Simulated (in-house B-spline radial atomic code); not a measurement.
## LDA exchange-only excitations of Cs+

Method: LDA exchange-only. Computed with a B-spline radial code for spherical atoms: linear response of the closed shell [Kr] 4d10 5s2 5p6 with the functional's adiabatic kernel; scalar-relativistic (spin-free one-electron X2C), finite nucleus, no spin-orbit coupling, no double excitations, S, P, D and F terms only; shells from n = 3 respond. Only terms of natural parity with L up to 3 were computed.

Spin-orbit coupling is strong here, so these LS terms don't match observed levels.

Command:
```bash
python run_td.py task.json out
```
Settings (radii: box in bohr, nucleus in fm):
```
Z                        55
electrons                54
configuration            [Kr] 4d10 5s2 5p6
hamiltonian              x2c
method                   lda,
box_radius               41.61
rms_radius               4.8041
intervals                74
```

Time taken, with all properties: 4 s on 1 thread of Arm Neoverse N1, on a shared host.

The lowest states, in the order of their Tamm-Dancoff energies; the method's threshold (minus the highest occupied level) is 17.482 eV. Labels give the largest channel, * marks a mixed state, and oscillator strengths are full-response dipole values. Semilocal kernels can invert the small singlet-triplet splittings of Rydberg terms. Energies in eV:

```csv
state,full response,Tamm-Dancoff,oscillator strength
5p → 6s 3P,12.086,12.112,-
5p → 6s 1P,?,?,?
5p → 5d 3P,13.012,13.056,-
5p → 5d 3F,13.241,13.283,-
5p → 5d 1F,14.046,14.060,-
5p → 6p 3S,14.068,14.085,-
5p → 6p 3D,14.328,14.334,-
5p → 6p 1D,14.460,14.463,-
5p → 6p 1S,?,?,-
5p → 5d 1P,15.287,15.408,1.49
```

(1) Where does 5p → 6s 1P lie?

(2) Where does 5p → 6p 1S lie?

(3) How large is the singlet-triplet splitting of 5p → 6s (P terms) in Tamm-Dancoff?

(4) What polarisabilities and dispersion coefficient does the method give?

Answers

(1) At 12.530 eV in full response, 12.541 eV in Tamm-Dancoff, oscillator strength 0.408.

(2) At 14.904 eV in full response, 14.950 eV in Tamm-Dancoff.

(3) 0.429 eV, from the unrounded values.

(4) Dipole 16.79 bohr³, quadrupole 97.31 bohr⁵, C6 147.2 hartree·bohr⁶ for two such species.
